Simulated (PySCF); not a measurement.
## Nuclear quadrupole coupling in `C=CO[SiH2]Br`

C₂H₅BrOSi.
Structure used (PBE0-D3(BJ)/def2-SVP), in Å, numbered top down from 1:
```
atom  x, y, z in Å
C1    -1.0880    0.6429    0.4945
C2    -0.4857    0.4603   -0.6813
O3     0.8101    0.1231   -0.8836
Si4    1.9301   -0.4357    0.2149
Br5    2.5629    1.1582    1.6271
H6    -0.5626    0.5578    1.4493
H7    -2.1454    0.9093    0.5154
H8    -1.0193    0.5799   -1.6300
H9     1.3473   -1.5428    1.0179
H10    3.1052   -0.8351   -0.5910
```

Field gradients from the PBE0/pcSseg-1 density (PySCF, non-relativistic), principal values in atomic units, ordered |Vxx| ≤ |Vyy| ≤ |Vzz|:

```csv
atom,Vxx,Vyy,Vzz
O3,-0.6946,-0.8774,1.5720
Br5,-2.0727,-2.5031,4.5758
```

Question: Find the asymmetry η = (Vxx − Vyy)/Vzz and the couplings χ = eQV/h (234.96 MHz × Q in barn × V in au), with Q(17O) = −0.0256 b, Q(79Br) = 0.313 b.

Answer: 
| atom | environment | nucleus | η | χzz (MHz) | χxx (MHz) | χyy (MHz) |
| --- | --- | --- | --- | --- | --- | --- |
| O3 | silyl ether oxygen | 17O | 0.12 | -9.46 | 4.18 | 5.28 |
| Br5 | bromine bonded to Si | 79Br | 0.09 | 336.5 | -152.4 | -184.1 |

The tensor is traceless: Vxx + Vyy + Vzz = 0.

Question: What is Vzz at Br5 in SI units (1 au = 9.71736 × 10²¹ V/m²)?

Answer: 4.5758 au = 44.465 × 10²¹ V/m².

Question: What couplings would deuterons (Q(2H) = 0.00286 b) have in place of the hydrogens, at this geometry?

Answer: 
```tsv
atom	bonded to	bond length (Å)	Vzz (au)	η	χzz (kHz)
H6	C1	1.093	0.3066	0.10	206
H7	C1	1.091	0.3132	0.09	210
H8	C2	1.095	0.2941	0.10	198
H9	Si4	1.487	0.1393	0.01	94
H10	Si4	1.480	0.1433	0.01	96
```

The structure is a single PBE0-D3(BJ)/def2-SVP conformer in the gas phase; no vibrational or solvent corrections. The calculation is non-relativistic, for bromine too. With so small a basis the couplings can be 20 % off.
